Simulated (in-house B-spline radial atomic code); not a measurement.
RPA and G0W0 on r2SCAN: Si2+

Configuration [Ne] 3s2, mean-field start r2SCAN. Computed with an all-electron radial atomic-structure program (B-spline basis): all electrons, scalar-relativistic (spin-free one-electron X2C), finite nucleus, each spin shell either full or empty, empty states to l = 9 with an (l + 1/2)⁻⁴ tail; G0W0 by contour deformation at full frequency.

Command:
```bash
python run_gw.py task.json out
```
Settings (radii: box in bohr, nucleus in fm):
```
Z                        14
electrons                12
configuration            [Ne] 3s2
hamiltonian              x2c
method                   r2scan
lmax                     9
rms_radius               3.1224
spin_polarised           False
box_radius               17.55
intervals                71
ion_configuration        [Ne] 3s1
```

Cost of the run: 1.9 s on 1 thread of AMD EPYC 7R13 Processor, with other jobs on the host.

Energies (hartree):

```csv
term,value
mean-field total,-289.04864
Hartree-Fock functional on these orbitals,-288.59642
direct second order,-0.82975
second-order exchange,0.30312
SOSEX correction,0.26653
```

Q: What is the RPA correlation energy, and what remains with SOSEX?

A: RPA gives -0.71576 hartree (-1.62 eV per electron); RPA + SOSEX gives -0.44923, and the second-order doubles -0.52663 hartree (no singles). SOSEX takes back 37 % of the RPA value.

Quasi-particle levels (eV):

| level | occupied | mean field | Σx - vxc | Σc | QP weight | G0W0 |
| --- | --- | --- | --- | --- | --- | --- |
| 3s | yes | -28.715 | -3.50 | ? | ? | ? |
| 3p | no | -20.255 | 5.17 | -1.58 | 0.924 | -16.667 |

G0W0 = mean field + (Σx - vxc) + Σc, with Σc (partial-wave tail included) taken at the quasi-particle energy. Levels of low weight are left out.

Q: Where does G0W0 put 3s?

A: At -33.84 eV, with Σc = -1.62 eV and a quasi-particle weight of 0.937. The tabulated removal energy is 33.493 eV (NIST, measured); the calculation leaves out spin-orbit coupling, Breit and QED terms, and what these don't explain is the method's own error.

Q: What does it cost to remove one electron (to [Ne] 3s1) by differences of total energies, each species on its own start (correlation terms add to the Hartree-Fock functional)?

A: r2SCAN 32.93 eV, Hartree-Fock functional 32.00 eV, + RPA 33.92 eV, + RPA + SOSEX 33.42 eV, + second order 34.10 eV. Tabulated: 33.493 eV (NIST, measured); the calculation leaves out spin-orbit coupling, Breit and QED terms, and what these don't explain is the method's own error.
